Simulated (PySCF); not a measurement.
# Two-component Hartree-Fock for Rh²⁺ (rhodium, charge +2)

Start: [Kr] 4d6 5s1; 4d3/2 filled at m_j = +3/2; 4d5/2 filled at m_j = -3/2, -1/2, +1/2, +3/2, +5/2; 5s1/2 filled at m_j = +1/2. Calculated with PySCF 2.14 in x2c-SVPall-2c with one added diffuse shell each of s, p, d type (7s9p7d1f, 76 functions): generalised Hartree-Fock with the X2C-1e Hamiltonian and a Gaussian nucleus; one run each with spin-orbit coupling (SO) switched off, then screened by Boettger's factors. This is a chosen level, not necessarily the ground level.

```json
{"spinor shell": "1s1/2", "electrons": "2", "ε, spin-free (eV)": "-23365.5", "ε, screened SO (eV)": "-23364.0", "weight of nominal j (screened SO)": "1.000", "rms radius, screened SO (bohr)": "0.0375"}
{"spinor shell": "2s1/2", "electrons": "2", "ε, spin-free (eV)": "-3491.6", "ε, screened SO (eV)": "-3491.1", "weight of nominal j (screened SO)": "1.000", "rms radius, screened SO (bohr)": "0.154"}
{"spinor shell": "2p1/2", "electrons": "2", "ε, spin-free (eV)": "-3126.0", "ε, screened SO (eV)": "-3226.2", "weight of nominal j (screened SO)": "1.000", "rms radius, screened SO (bohr)": "0.134"}
{"spinor shell": "2p3/2", "electrons": "4", "ε, spin-free (eV)": "-3126.0", "ε, screened SO (eV)": "-3079.3", "weight of nominal j (screened SO)": "1.000", "rms radius, screened SO (bohr)": "0.138"}
{"spinor shell": "3s1/2", "electrons": "2", "ε, spin-free (eV)": "-681.27", "ε, screened SO (eV)": "-681.12", "weight of nominal j (screened SO)": "1.000", "rms radius, screened SO (bohr)": "0.415"}
{"spinor shell": "3p1/2", "electrons": "2", "ε, spin-free (eV)": "-557.73", "ε, screened SO (eV)": "-575.59", "weight of nominal j (screened SO)": "1.000", "rms radius, screened SO (bohr)": "0.411"}
{"spinor shell": "3p3/2", "electrons": "4", "ε, spin-free (eV)": "-557.73", "ε, screened SO (eV)": "-549.30", "weight of nominal j (screened SO)": "1.000", "rms radius, screened SO (bohr)": "0.422"}
{"spinor shell": "3d3/2", "electrons": "4", "ε, spin-free (eV)": "-360.34", "ε, screened SO (eV)": "-363.57", "weight of nominal j (screened SO)": "0.976", "rms radius, screened SO (bohr)": "0.401"}
{"spinor shell": "3d5/2", "electrons": "6", "ε, spin-free (eV)": "-360.34", "ε, screened SO (eV)": "-358.01", "weight of nominal j (screened SO)": "0.984", "rms radius, screened SO (bohr)": "0.405"}
{"spinor shell": "4s1/2", "electrons": "2", "ε, spin-free (eV)": "-127.36", "ε, screened SO (eV)": "-127.31", "weight of nominal j (screened SO)": "1.000", "rms radius, screened SO (bohr)": "1.04"}
{"spinor shell": "4p1/2", "electrons": "2", "ε, spin-free (eV)": "-89.193", "ε, screened SO (eV)": "-95.453", "weight of nominal j (screened SO)": "0.725", "rms radius, screened SO (bohr)": "1.14"}
{"spinor shell": "4p3/2", "electrons": "4", "ε, spin-free (eV)": "-89.193", "ε, screened SO (eV)": "-86.106", "weight of nominal j (screened SO)": "0.862", "rms radius, screened SO (bohr)": "1.15"}
{"spinor shell": "4d5/2", "electrons": "5", "ε, spin-free (eV)": "-37.975", "ε, screened SO (eV)": "-38.722", "weight of nominal j (screened SO)": "0.559", "rms radius, screened SO (bohr)": "1.49"}
{"spinor shell": "4d3/2", "electrons": "1", "ε, spin-free (eV)": "-37.975", "ε, screened SO (eV)": "-34.270", "weight of nominal j (screened SO)": "0.760", "rms radius, screened SO (bohr)": "1.52"}
{"spinor shell": "5s1/2", "electrons": "1", "ε, spin-free (eV)": "-24.415", "ε, screened SO (eV)": "-24.410", "weight of nominal j (screened SO)": "0.999", "rms radius, screened SO (bohr)": "2.97"}
```

| quantity | spin-free | screened SO |
| --- | --- | --- |
| E (hartree) | -4779.38365 | -4780.10975 |
| M_J | 9/2 | 9/2 |
| ⟨J²⟩ | 24.756 | 24.758 |
| ⟨L²⟩ | 6.005 | 6.084 |
| ⟨S²⟩ | 8.751 | 8.706 |

Each row is a mean over spinors that exchange with the open shell spreads, by up to 10.240 eV (4p3/2).

Rows whose weight is well below 1 are mixtures of j = l ± 1/2: exchange outweighs spin-orbit coupling there, and the label is only the starting occupation.

Breit and QED terms are absent; they matter most for the inner s and p1/2 levels.

Densities and radii are taken from the X2C orbitals without a picture-change correction, which distorts them close to the nucleus.

Without spin-orbit coupling the j labels of p, d and f shells carry no meaning; the spin-free column gives the mean over the occupied spinors of each nl shell.
